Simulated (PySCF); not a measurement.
PySCF input file for C5H5Cl, SMILES C1=CC(Cl)=CC1, PBE0-D3(BJ)/def2-SVP. Coordinates come from a PBE0-D3(BJ)/def2-SVP optimisation. The values are those of a single conformer.

```python
import numpy as np
from pyscf import gto, scf, dft, df
from pyscf.hessian import thermo

mol = gto.M(
    atom='''
    Cl   -0.00105140   -2.01927796    0.00000000
    C    -0.04232825   -0.30021516   -0.00000000
    C    -1.14198691    0.48182320   -0.00000000
    C    -0.68643936    1.90512006   -0.00000000
    C     0.80723944    1.81200113   -0.00000000
    C     1.17328353    0.51471847    0.00000000
    H    -2.17813683    0.14747139   -0.00000000
    H    -1.06004286    2.45986209    0.88130603
    H    -1.06004286    2.45986209   -0.88130602
    H     1.47406017    2.67486026   -0.00000000
    H     2.18342545    0.10498324    0.00000000
    ''',
    basis='def2-SVP',
    charge=0,
    spin=0,
    max_memory=1600,
    verbose=3,
)
mf = dft.RKS(mol, xc='pbe0').density_fit(auxbasis='def2-universal-jkfit')
mf.disp = 'd3bj'
mf.grids.level = 3
mf.conv_tol = 1e-11
mf.max_cycle = 100
mf.kernel()

# analytic Hessian; the response equations are solved on a coarser grid
h, args, fine = mf.Hessian(), (mf.mo_energy, mf.mo_coeff, mf.mo_occ), mf.grids
h.max_memory = max(150, 2.5e-5 * df.make_auxmol(mol, mf.with_df.auxbasis).nao * mol.nelec[0] * (mol.nelec[0] + mol.nao))  # MB; small integral blocks
h1ao = h.make_h1(mf.mo_coeff, mf.mo_occ)
mf.grids = dft.Grids(mol).set(level=1).build(with_non0tab=True)
mo1, mo_e1 = h.solve_mo1(*args, h1ao)
mf.grids = fine
hess = h.hess_elec(*args, mo1, mo_e1, h1ao) + h.hess_nuc()
if mf.do_disp():
    hess += h.get_dispersion()
for i in range(mol.natm):  # the analytic DFT Hessian lacks the response of the grid: restore translational invariance
    hess[i, i] -= hess[i].sum(axis=0)
hess = (hess + hess.transpose(1, 0, 3, 2)) / 2
vib = thermo.harmonic_analysis(mol, hess, imaginary_freq=False)
thermo.dump_normal_mode(mol, vib)
th = thermo.thermo(mf, vib['freq_au'][vib['freq_au'] > 0], 298.15, 101325)
thermo.dump_thermo(mol, th)
g0 = mf.nuc_grad_method().set(verbose=0).kernel()

# dipole derivatives [dipole axis, atom, xyz] from the same response
r, irp = mol.intor('int1e_r'), mol.intor('int1e_irp').reshape(3, 3, mol.nao, mol.nao)
sl, dm0, ok = mol.aoslice_by_atom(), np.array(mf.make_rdm1()), []
dmu = np.einsum('a,xt->xat', mol.atom_charges(), np.eye(3))
for a, (_, _, p0, p1) in enumerate(sl):
    dmu[:, a] += 2 * np.einsum('xtij,ij->xt', irp[:, :, :, p0:p1], dm0.reshape(-1, mol.nao, mol.nao).sum(0)[:, p0:p1])
    for u, c, occ, f in [(mo1, mf.mo_coeff, mf.mo_occ, 4)]:
        dmu[:, a] -= f * np.einsum('tui,xuv,vi->xt', u[a], r, c[:, occ > 0], optimize=True)
L = vib['norm_mode']
ir = 974.8801 * (np.einsum('xat,kat->kx', dmu, L) ** 2).sum(1)       # km/mol
apt = np.einsum('xax->a', dmu) / 3

# polarisability derivatives from nuclear gradients in small electric fields
h0, F = mf.get_hcore(), 0.005
def in_field(f, guess):
    m = mf.copy()
    m.verbose, m.conv_tol, m.conv_tol_grad = 0, 1e-11, 2e-7
    m.get_hcore = lambda *a: h0 + np.einsum('x,xij->ij', f, r)
    m.kernel(guess)
    ok.append(m.converged)
    dm = np.array(m.make_rdm1())
    g = m.nuc_grad_method().kernel() - np.outer(mol.atom_charges(), f)
    for a, (_, _, p0, p1) in enumerate(sl):
        g[a] -= 2 * np.einsum('x,xtij,ij->t', f, irp[:, :, :, p0:p1], dm[:, p0:p1])
    return g, -np.einsum('xij,ij->x', r, dm), dm
E = np.eye(3) * F
g0, _, dm0 = in_field(np.zeros(3), dm0)
gp = [in_field(e, dm0) for e in E]
gm = [in_field(-e, 2 * dm0 - p[2]) for e, p in zip(E, gp)]
alpha = np.array([(p[1] - q[1]) / (2 * F) for p, q in zip(gp, gm)])  # bohr^3
check = abs(np.array([-(p[0] - q[0]) / (2 * F) for p, q in zip(gp, gm)]) - dmu).max()
print('static polarisability / bohr^3:', alpha.round(3))
print('largest difference of analytic and finite-field dipole derivatives / e:', check)
da = np.zeros((3, 3, mol.natm, 3))
for x in range(3):
    da[x, x] = -(gp[x][0] + gm[x][0] - 2 * g0) / F**2
for x, y in ((0, 1), (0, 2), (1, 2)):
    up, down = in_field(E[x] + E[y], gp[x][2] + gp[y][2] - dm0), in_field(-E[x] - E[y], gm[x][2] + gm[y][2] - dm0)
    both = -(up[0] + down[0] - 2 * g0) / F**2
    da[x, y] = da[y, x] = (both - da[x, x] - da[y, y]) / 2
aq = np.einsum('xyat,kat->kxy', da, L) * 0.529177210903**2           # A^2/amu^1/2
a = np.einsum('kxx->k', aq) / 3
g2 = 1.5 * (aq**2).sum((1, 2)) - 4.5 * a**2
raman, depol = 45 * a**2 + 7 * g2, 3 * g2 / (45 * a**2 + 4 * g2 + 1e-12)
print('mode   freq/cm-1   IR/(km/mol)   Raman/(A^4/amu)   depolarisation')
for k, w in enumerate(vib['freq_wavenumber']):
    print(f'{k + 1:4d} {w:11.2f} {ir[k]:13.3f} {raman[k]:17.3f} {depol[k]:16.3f}')
print('max |gradient| / (hartree/bohr):', abs(g0).max())
print('APT charges:', apt.round(4))
```

Output:

```
[...]
       8   H                -0.03  0.27  0.08   -0.05  0.14 -0.01    0.14  0.10  0.00
       9   H                 0.00 -0.00  0.17   -0.02 -0.18  0.00   -0.21  0.12  0.00
      10   H                -0.00 -0.00  0.07    0.09  0.05  0.00    0.16 -0.02  0.00
Mode                                 9                  10                  11
Irrep
Freq [cm^-1]                      907.3081            952.7292            960.3542
Reduced mass [au]                   1.9417              1.9861              1.2996
Force const [Dyne/A]                0.9418              1.0621              0.7062
Char temp [K]                    1305.4143           1370.7652           1381.7359
Normal mode                   x     y     z       x     y     z       x     y     z
       0  Cl                -0.00  0.00 -0.00    0.00  0.01  0.00   -0.00 -0.00  0.00
       1   C                 0.00 -0.00  0.04   -0.01 -0.03 -0.00    0.00  0.00 -0.00
       2   C                 0.00 -0.00 -0.11    0.05  0.08 -0.00   -0.00 -0.00 -0.03
       3   C                 0.00  0.00  0.14    0.09 -0.09 -0.00   -0.00  0.00  0.01
       4   C                -0.00  0.00 -0.09   -0.13 -0.04 -0.00    0.00  0.00 -0.08
       5   C                -0.00  0.00 -0.03   -0.01  0.01  0.00   -0.00 -0.00  0.11
       6   H                 0.00 -0.00  0.32   -0.06  0.43  0.00    0.00 -0.00  0.15
       7   H                -0.19  0.24 -0.10    0.17 -0.04  0.00    0.05  0.06 -0.01
       8   H                 0.19 -0.24 -0.10    0.17 -0.04 -0.00   -0.05 -0.06 -0.01
       9   H                 0.00 -0.00  0.17   -0.38  0.14  0.00    0.00 -0.00  0.52
      10   H                -0.00  0.00  0.36    0.07  0.20 -0.00   -0.00 -0.00 -0.67
Mode                                12                  13                  14
Irrep
Freq [cm^-1]                      997.8010           1076.6852           1107.4473
Reduced mass [au]                   1.4281              1.1782              1.1441
Force const [Dyne/A]                0.8377              0.8047              0.8267
Char temp [K]                    1435.6135           1549.1103           1593.3701
Normal mode                   x     y     z       x     y     z       x     y     z
       0  Cl                -0.00  0.01  0.00    0.00  0.01 -0.00    0.00 -0.00  0.00
       1   C                 0.01 -0.04 -0.00   -0.04 -0.06  0.00    0.00  0.00  0.02
       2   C                -0.04 -0.09  0.00   -0.06 -0.03 -0.00    0.00  0.00 -0.07
       3   C                 0.07  0.05 -0.00    0.00  0.01  0.00    0.00 -0.00 -0.00
       4   C                -0.05 -0.00  0.00    0.02 -0.03 -0.00   -0.00 -0.00  0.07
       5   C                -0.06  0.03  0.00    0.04  0.03 -0.00   -0.00 -0.00 -0.02
       6   H                 0.06 -0.40 -0.00   -0.14  0.22  0.00    0.00 -0.00  0.10
       7   H                 0.40  0.27 -0.00   -0.07 -0.03 -0.00    0.53  0.37 -0.00
       8   H                 0.40  0.27  0.00   -0.07 -0.03  0.00   -0.53 -0.37 -0.00
       9   H                -0.05 -0.00 -0.00    0.38 -0.31  0.00    0.00 -0.00 -0.12
      10   H                 0.01  0.20 -0.00    0.29  0.65  0.00   -0.00  0.00 -0.03
Mode                                15                  16                  17
Irrep
Freq [cm^-1]                     1160.2856           1227.1159           1304.1859
Reduced mass [au]                   2.7348              1.3459              3.2657
Force const [Dyne/A]                2.1692              1.1941              3.2727
Char temp [K]                    1669.3926           1765.5466           1876.4332
Normal mode                   x     y     z       x     y     z       x     y     z
       0  Cl                 0.00  0.02 -0.00    0.00  0.00 -0.00    0.00  0.00  0.00
       1   C                -0.05 -0.17  0.00   -0.10 -0.01 -0.00   -0.05 -0.05 -0.00
       2   C                -0.01 -0.06 -0.00    0.01  0.07 -0.00    0.06  0.10  0.00
       3   C                -0.04  0.08  0.00    0.07  0.02  0.00   -0.15 -0.12 -0.00
       4   C                 0.05  0.04  0.00    0.04 -0.02 -0.00    0.09  0.02  0.00
       5   C                 0.09 -0.02 -0.00    0.00 -0.03 -0.00   -0.01  0.01  0.00
       6   H                -0.11  0.22  0.00    0.21 -0.54  0.00    0.13 -0.10 -0.00
       7   H                -0.04  0.12 -0.02   -0.20 -0.18  0.01    0.27  0.14  0.02
       8   H                -0.04  0.12  0.02   -0.20 -0.18 -0.01    0.27  0.14 -0.02
       9   H                -0.30  0.32 -0.00   -0.27  0.22  0.00    0.08  0.04 -0.00
      10   H                 0.06 -0.12 -0.00    0.15  0.32  0.00    0.05  0.14 -0.00
Mode                                18                  19                  20
Irrep
Freq [cm^-1]                     1368.0193           1396.6035           1605.3679
Reduced mass [au]                   1.1619              2.2902              6.9845
Force const [Dyne/A]                1.2812              2.6319             10.6055
Char temp [K]                    1968.2752           2009.4015           2309.7670
Normal mode                   x     y     z       x     y     z       x     y     z
       0  Cl                 0.00  0.00  0.00   -0.00 -0.00  0.00    0.00 -0.01 -0.00
       1   C                -0.04 -0.02  0.00    0.10  0.07  0.00   -0.11  0.08 -0.00
       2   C                 0.01 -0.00 -0.00   -0.02 -0.04 -0.00    0.10 -0.09  0.00
       3   C                -0.03  0.07 -0.00   -0.05  0.05 -0.00   -0.02  0.02  0.00
       4   C                -0.03  0.00  0.00    0.10 -0.02  0.00    0.06 -0.14 -0.00
       5   C                 0.04  0.04  0.00   -0.11 -0.09  0.00   -0.02  0.13 -0.00
       6   H                 0.02 -0.04  0.00   -0.11  0.21  0.00    0.05  0.14  0.00
       7   H                 0.27 -0.41  0.41    0.08 -0.10  0.15   -0.03  0.06 -0.03
       8   H                 0.27 -0.41 -0.41    0.08 -0.10 -0.15   -0.03  0.06  0.03
       9   H                 0.07 -0.07 -0.00   -0.26  0.26 -0.00   -0.16  0.00  0.00
      10   H                -0.02 -0.13 -0.00    0.05  0.34 -0.00   -0.09 -0.01  0.00
Mode                                21                  22                  23
Irrep
Freq [cm^-1]                     1675.8862           3048.1530           3090.1247
Reduced mass [au]                   6.8890              1.0639              1.1002
Force const [Dyne/A]               11.3998              5.8243              6.1897
Char temp [K]                    2411.2272           4385.6135           4446.0014
Normal mode                   x     y     z       x     y     z       x     y     z
       0  Cl                -0.00  0.00 -0.00    0.00 -0.00 -0.00    0.00 -0.00  0.00
       1   C                 0.11 -0.10  0.00   -0.00  0.00 -0.00   -0.00  0.00  0.00
       2   C                -0.09  0.10 -0.00   -0.00  0.00 -0.00   -0.00 -0.00  0.00
       3   C                -0.00  0.00  0.00    0.04 -0.06 -0.00    0.00 -0.00  0.09
       4   C                 0.06 -0.12 -0.00    0.00  0.00  0.00   -0.00  0.00  0.00
       5   C                -0.03  0.14 -0.00    0.00  0.00  0.00    0.00  0.00  0.00
       6   H                -0.06 -0.11  0.00    0.02  0.00  0.00    0.00  0.00 -0.00
       7   H                -0.05 -0.04  0.00   -0.22  0.33  0.55    0.23 -0.34 -0.53
       8   H                -0.05 -0.04 -0.00   -0.22  0.33 -0.55   -0.23  0.34 -0.53
       9   H                -0.12 -0.02 -0.00   -0.01 -0.02  0.00   -0.00 -0.00 -0.00
      10   H                -0.15 -0.09  0.00   -0.00  0.00  0.00   -0.00  0.00  0.00
Mode                                24                  25                  26
Irrep
Freq [cm^-1]                     3242.5049           3264.5848           3270.2669
Reduced mass [au]                   1.0887              1.1076              1.0987
Force const [Dyne/A]                6.7441              6.9549              6.9232
Char temp [K]                    4665.2426           4697.0107           4705.1860
Normal mode                   x     y     z       x     y     z       x     y     z
       0  Cl                -0.00 -0.00  0.00    0.00  0.00  0.00    0.00 -0.00 -0.00
       1   C                 0.00  0.00 -0.00   -0.00 -0.00 -0.00   -0.00  0.01  0.00
       2   C                 0.00 -0.00  0.00    0.01  0.00  0.00    0.08  0.02 -0.00
       3   C                -0.00  0.00 -0.00   -0.00  0.00 -0.00    0.00 -0.00  0.00
       4   C                 0.04  0.05 -0.00    0.03  0.05 -0.00   -0.00 -0.01  0.00
       5   C                -0.05  0.02 -0.00    0.06 -0.03 -0.00   -0.01  0.00  0.00
       6   H                -0.02 -0.00  0.00   -0.10 -0.03  0.00   -0.90 -0.29 -0.00
       7   H                 0.01 -0.00 -0.01    0.01 -0.01 -0.01   -0.00  0.01  0.01
       8   H                 0.01 -0.00  0.01    0.01 -0.01  0.01   -0.00  0.01 -0.01
       9   H                -0.45 -0.58 -0.00   -0.36 -0.47 -0.00    0.05  0.06  0.00
      10   H                 0.56 -0.22 -0.00   -0.68  0.27 -0.00    0.07 -0.03  0.00
temperature 298.1500 [K]
pressure 101325.00 [Pa]
Rotational constants [GHz] 8.24425 1.98562 1.61624
Symmetry number 1
Zero-point energy (ZPE) 0.08374 [Eh]   219851.173 [J/mol]
                           tot       elec      trans        rot        vib
Entropy [J/mol/K]       309.598      0.000    166.248    112.545     30.805
Cv [J/mol/K]             80.498      0.000     12.472     12.472     55.555
Cp [J/mol/K]             88.813      0.000     20.786     12.472     55.555
Internal energy [J/mol]                      3718.434   3718.434 226009.230
Internal energy [Eh]   -652.95714  -653.04606
Enthalpy [J/mol]                             6197.391   3718.434 226009.230
Enthalpy [Eh]          -652.95620
Gibbs free energy [J/mol]                  -43369.410 -29836.845 216824.704
Gibbs free energy [Eh] -652.99136
static polarisability / bohr^3: [[60.535 -4.693 -0.   ]
 [-4.7   80.274  0.   ]
 [ 0.    -0.    33.164]]
largest difference of analytic and finite-field dipole derivatives / e: 0.0006303522923496729
mode   freq/cm-1   IR/(km/mol)   Raman/(A^4/amu)   depolarisation
   1      215.39         3.471             0.586            0.750
   2      301.19         0.177             1.496            0.687
   3      356.58         5.435             1.537            0.750
   4      477.62         4.777             5.819            0.333
   5      593.01        15.202             0.120            0.750
   6      701.75         7.718             4.151            0.750
   7      761.10        24.999             0.171            0.750
   8      810.91         3.160             2.130            0.668
   9      883.27        45.700             5.891            0.179
  10      907.31        22.809             3.513            0.750
  11      952.73         5.147             6.287            0.353
  12      960.35         0.007             0.599            0.750
  13      997.80        11.288             6.622            0.709
  14     1076.69         3.332             6.898            0.746
  15     1107.45         0.139             8.034            0.750
  16     1160.29        34.337            16.766            0.377
  17     1227.12         2.000             2.060            0.108
  18     1304.19        10.262             2.203            0.748
  19     1368.02        33.087            29.260            0.414
  20     1396.60        13.219            13.233            0.714
  21     1605.37         3.968            57.504            0.144
  22     1675.89        33.473             3.074            0.697
  23     3048.15         3.267           220.089            0.151
  24     3090.12         1.268           131.432            0.750
  25     3242.50         0.144            76.630            0.706
  26     3264.58         2.093           110.104            0.115
  27     3270.27         0.506           105.417            0.250
max |gradient| / (hartree/bohr): 2.6571026140857003e-05
APT charges: [-0.3056  0.4056 -0.185  -0.0622 -0.0708 -0.0839  0.0782  0.0473  0.0473
  0.057   0.072 ]
```

The run converged.

Cost: around 4 core-minutes (rough).
